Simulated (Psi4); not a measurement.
C₅H₁₁N (SMILES CC[C@@H]1CCN1), singlet, geometry from GFN2-xTB; Psi4 1.11 with MP2/STO-3G.

Input for Psi4:
```
memory 2 GB

molecule mol {
0 1
C     2.386969    0.327660    0.054398
C     1.078264    0.069899    0.790727
C     0.024203   -0.550016   -0.122763
C    -0.655650    0.434857   -1.089784
C    -1.893884    0.324259   -0.192089
N    -1.280707   -0.812667    0.499270
H     2.227346    0.995663   -0.788869
H     3.116506    0.782070    0.720692
H     2.799064   -0.605488   -0.323153
H     0.693837    1.008350    1.199558
H     1.258519   -0.611614    1.626912
H     0.429997   -1.456517   -0.586642
H    -0.203030    1.421500   -1.151567
H    -0.803649    0.036841   -2.089437
H    -2.065692    1.211083    0.428098
H    -2.829318    0.052133   -0.685926
H    -1.298045   -0.785301    1.512512
}

set {
  basis sto-3g
  reference rhf
  freeze_core true
}

energy('mp2')
print_variables()
```

The log (banner, timings and long lists left out):

```
    SCF Algorithm Type (re)set to DF.

   => Loading Basis Set <=

    Name: STO-3G
    Role: ORBITAL
    Keyword: BASIS

         ---------------------------------------------------------
                                   SCF
               by Justin Turney, Rob Parrish, Andy Simmonett
                          and Daniel G. A. Smith
                              RHF Reference
         ---------------------------------------------------------

  ==> Geometry <==

    Molecular point group: c1
    Full point group: C1

    Geometry (in Angstrom), charge = 0, multiplicity = 1:

       Center              X                  Y                   Z               Mass
    ------------   -----------------  -----------------  -----------------  -----------------
         C            2.425792439949     0.351578171204     0.052772853931    12.000000000000
         C            1.117087439949     0.093817171204     0.789101853931    12.000000000000
         C            0.063026439949    -0.526097828796    -0.124388146069    12.000000000000
         C           -0.616826560051     0.458775171204    -1.091409146069    12.000000000000
         C           -1.855060560051     0.348177171204    -0.193714146069    12.000000000000
         N           -1.241883560051    -0.788748828796     0.497644853931    14.003074004430
         H            2.266169439949     1.019581171204    -0.790494146069     1.007825032230
         H            3.155329439949     0.805988171204     0.719066853931     1.007825032230
         H            2.837887439949    -0.581569828796    -0.324778146069     1.007825032230
         H            0.732660439949     1.032268171204     1.197932853931     1.007825032230
         H            1.297342439949    -0.587695828796     1.625286853931     1.007825032230
         H            0.468820439949    -1.432598828796    -0.588267146069     1.007825032230
         H           -0.164206560051     1.445418171204    -1.153192146069     1.007825032230
         H           -0.764825560051     0.060759171204    -2.091062146069     1.007825032230
         H           -2.026868560051     1.235001171204     0.426472853931     1.007825032230
         H           -2.790494560051     0.076051171204    -0.687551146069     1.007825032230
         H           -1.259221560051    -0.761382828796     1.510886853931     1.007825032230

  Running in c1 symmetry.

  Rotational constants: A =      0.26166  B =      0.07879  C =      0.06933 [cm^-1]
  Rotational constants: A =   7844.43477  B =   2361.95896  C =   2078.32107 [MHz]
  Nuclear repulsion =  251.991033975673048

  Charge       = 0
  Multiplicity = 1
  Electrons    = 48
  Nalpha       = 24
  Nbeta        = 24

  ==> Algorithm <==

  SCF Algorithm Type is DF.
  DIIS enabled.
  MOM disabled.
  Fractional occupation disabled.
  Guess Type is SAD.
  Energy threshold   = 1.00e-08
  Density threshold  = 1.00e-08
  Integral threshold = 1.00e-12

  ==> Primary Basis <==

  Basis Set: STO-3G
    Blend: STO-3G
    Number of shells: 29
    Number of basis functions: 41
    Number of Cartesian functions: 41
    Spherical Harmonics?: true
    Max angular momentum: 1

   => Loading Basis Set <=

    Name: (STO-3G AUX)
    Role: JKFIT
    Keyword: DF_BASIS_SCF

  ==> Integral Setup <==

  SCF_SUBTYPE=INCORE selected. In-core MEM_DF algorithm will be used.
  Using in-core AOs.

  ==> MemDFJK: Density-Fitted J/K Matrices <==

    J tasked:                   Yes
    K tasked:                   Yes
    wK tasked:                   No
    Algorithm:                 Core
    Schwarz Cutoff:           1E-12
    Mask sparsity (%):       1.0708
    Fitting Condition:        1E-10

   => Auxiliary Basis Set <=

  Basis Set: (STO-3G AUX)
    Blend: DEF2-UNIVERSAL-JKFIT
    Number of shells: 216
    Number of basis functions: 650
    Number of Cartesian functions: 758
    Spherical Harmonics?: true
    Max angular momentum: 4

  Minimum eigenvalue in the overlap matrix is 1.9335534970E-01.
  Reciprocal condition number of the overlap matrix is 7.1960031841E-02.
    Using symmetric orthogonalization.

  ==> Pre-Iterations <==

  SCF Guess: Superposition of Atomic Densities via on-the-fly atomic UHF (no occupation information).

   -------------------------
    Irrep   Nso     Nmo
   -------------------------
     A         41      41
   -------------------------
    Total      41      41
   -------------------------

  ==> Iterations <==

                           Total Energy        Delta E     RMS |[F,P]|

   @DF-RHF iter SAD:  -242.20127831634755   -2.42201e+02   0.00000e+00
   @DF-RHF iter   1:  -247.12841440061567   -4.92714e+00   5.71539e-03 ADIIS/DIIS
   @DF-RHF iter   2:  -247.16476706589643   -3.63527e-02   1.56744e-03 ADIIS/DIIS
   @DF-RHF iter   3:  -247.16744867801688   -2.68161e-03   3.41364e-04 ADIIS/DIIS
   @DF-RHF iter   4:  -247.16764540409270   -1.96726e-04   3.53779e-05 DIIS
   @DF-RHF iter   5:  -247.16764784629078   -2.44220e-06   1.00755e-05 DIIS
   @DF-RHF iter   6:  -247.16764806691052   -2.20620e-07   2.07793e-06 DIIS
   @DF-RHF iter   7:  -247.16764807779771   -1.08872e-08   4.47888e-07 DIIS
   @DF-RHF iter   8:  -247.16764807829924   -5.01529e-10   1.00879e-07 DIIS
   @DF-RHF iter   9:  -247.16764807832442   -2.51816e-11   1.27990e-08 DIIS
   @DF-RHF iter  10:  -247.16764807832504   -6.25278e-13   2.01645e-09 DIIS
  Energy and wave function converged.

  ==> Post-Iterations <==

    Orbital Energies [Eh]
    ---------------------

    Doubly Occupied:

[...]
    Virtual:

[...]
    Final Occupation by Irrep:
              A
    DOCC [    24 ]
    NA   [    24 ]
    NB   [    24 ]

  @DF-RHF Final Energy:  -247.16764807832504

   => Energetics <=

    Nuclear Repulsion Energy =            251.9910339756730480
    One-Electron Energy =                -834.4440456819245355
    Two-Electron Energy =                 335.2853636279264151
    Total Energy =                       -247.1676480783250440

Computation Completed

Properties will be evaluated at   0.000000,   0.000000,   0.000000 [a0]

Properties computed using the SCF density matrix

 Multipole Moments:

 ------------------------------------------------------------------------------------
     Multipole            Electronic (a.u.)      Nuclear  (a.u.)        Total (a.u.)
 ------------------------------------------------------------------------------------

 L = 1.  Multiply by 2.5417464519 to convert [e a0] to [Debye]
 Dipole X            :         -3.2471851            3.5215483            0.2743632
 Dipole Y            :         -1.6786611            2.1695515            0.4908904
 Dipole Z            :          0.3097150           -0.1474081            0.1623069
 Magnitude           :                                                    0.5853137

 ------------------------------------------------------------------------------------

  //>>>>>>>>>>>>>>>>>>>>>>>>>>>>>>>>>>>//
  //               DFMP2               //
  //<<<<<<<<<<<<<<<<<<<<<<<<<<<<<<<<<<<//

   => Loading Basis Set <=

    Name: (STO-3G AUX)
    Role: RIFIT
    Keyword: DF_BASIS_MP2

	 --------------------------------------------------------
	                          DF-MP2
	      2nd-Order Density-Fitted Moller-Plesset Theory

	        Rob Parrish, Justin Turney, Andy Simmonett,
	           Ed Hohenstein, and C. David Sherrill
	 --------------------------------------------------------

   => Auxiliary Basis Set <=

  Basis Set: (STO-3G AUX)
    Blend: DEF2-SVP-RI
    Number of shells: 162
    Number of basis functions: 442
    Number of Cartesian functions: 495
    Spherical Harmonics?: true
    Max angular momentum: 3

	 --------------------------------------------------------
	                 NBF =    41, NAUX =   442
	 --------------------------------------------------------
	   CLASS    FOCC     OCC    AOCC    AVIR     VIR    FVIR
	   PAIRS       6      24      18      17      17       0
	 --------------------------------------------------------

	-----------------------------------------------------------
	 ==================> DF-MP2 Energies <====================
	-----------------------------------------------------------
	 Reference Energy          =    -247.1676480783250440 [Eh]
	 Singles Energy            =      -0.0000000000000000 [Eh]
	 Same-Spin Energy          =      -0.0345074140090519 [Eh]
	 Opposite-Spin Energy      =      -0.2639733303346459 [Eh]
	 Correlation Energy        =      -0.2984807443436978 [Eh]
	 Total Energy              =    -247.4661288226687361 [Eh]
	-----------------------------------------------------------
	 ================> DF-SCS-MP2 Energies <==================
	-----------------------------------------------------------
	 SCS Same-Spin Scale       =       0.3333333333333333 [-]
	 SCS Opposite-Spin Scale   =       1.2000000000000000 [-]
	 SCS Same-Spin Energy      =      -0.0115024713363506 [Eh]
	 SCS Opposite-Spin Energy  =      -0.3167679964015750 [Eh]
	 SCS Correlation Energy    =      -0.3282704677379257 [Eh]
	 SCS Total Energy          =    -247.4959185460629669 [Eh]
	-----------------------------------------------------------

  Variable Map:
  ----------------------------------------------------------------------------
[...]
  Array Variable Map:
  ----------------------------------------------------------------------------
[...]
[...]
```
